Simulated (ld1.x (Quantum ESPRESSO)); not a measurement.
## Br (Z = 35): one change to an ultrasoft potential, before and after

ld1.x (Quantum ESPRESSO) 7.5 input, shortened:

```
&input
   title='Br', zed=35., rel=1, dft='PBE', iswitch=3,
   config='[Ar] 3d10 4s2 4p2'
 /
 &inputp
   pseudotype=3, tm=.true., lloc=-1, rcloc=1.20,
   nlcc=.true., new_core_ps=.true.
 /
4
4S  1  0   2.00   0.00  1.25  1.35  0.0
4S  1  0   0.00  -2.00  1.25  1.35  0.0
4P  2  1   2.00   0.00  1.40  1.65  0.0
4P  2  1   0.00   0.80  1.40  1.65  0.0
 &test
   configts(1)='4s2 4p2'
 /
```

All-electron outer shells of the reference configuration (PBE, scalar-relativistic, ld1.x):

| shell | level (eV) | outermost node (bohr) | outermost maximum (bohr) |
| --- | --- | --- | --- |
| 4s | -54.20 | 0.67 | 1.38 |
| 4p | -39.89 | 0.70 | 1.54 |

Change: wave 4p channel at 0.8 Ry: rcut 1.40, rcutus 1.65 bohr becomes 4p channel at -1.33 Ry: rcut 1.40, rcutus 1.65 bohr.

Cutoffs: the cutoffs (Ry, on a coarse ladder) from which the occupation-weighted sum of valence levels, in a spherical-Bessel basis at the reference potential, stays within 10 and 1 mRy of its value at 400 Ry; they do not see the model core or the augmentation charge, which bear on the density cutoff. Errors are all-electron minus pseudo energies relative to the spin-unpolarised reference configuration.

Q: Predict the effect on cutoff, ghosts and configuration errors.

A: The potential gets neither clearly harder nor softer (21 Ry and 40 Ry → 21 Ry and 40 Ry); of the 7 tests that both files solve, the error grows in 4 and shrinks in 2 by more than 15 % and 0.3 meV (median size 5.9 → 7.6 meV); neither file shows a bound ghost.

```tsv
quantity	base	changed
cutoff, loose	21 Ry	21 Ry
cutoff, tight	40 Ry	40 Ry
bound ghosts	none	none
error for 4s2 4p5, meV [ΔE -69.30 eV]	-9.5	-13
error for 4s2 4p4, meV [ΔE -56.74 eV]	-5.9	-7.6
error for 4s2 4p3, meV [ΔE -33.98 eV]	-0.2	-0.6
error for 4s1 4p5, meV [ΔE -43.74 eV]	+3.9	+2.5
error for 4s2 4p4.5, meV [ΔE -64.22 eV]	-8.2	-11
error for 4s1 4p6, meV [ΔE -56.93 eV]	+2.9	-0.1
error for 4s2 4p1, meV [ΔE 46.02 eV]	-20	-20
s: phases at 1.80 bohr within 0.05 rad from the reference energy up to (Ry; the scan ends near 5)	n/a	n/a
p: phases at 1.80 bohr within 0.05 rad from the reference energy up to (Ry; the scan ends near 5)	to the end of the scan	to the end of the scan
lowest overlap eigenvalue by channel	s 0.16, p 0.49	s 0.16, p 0.48
```
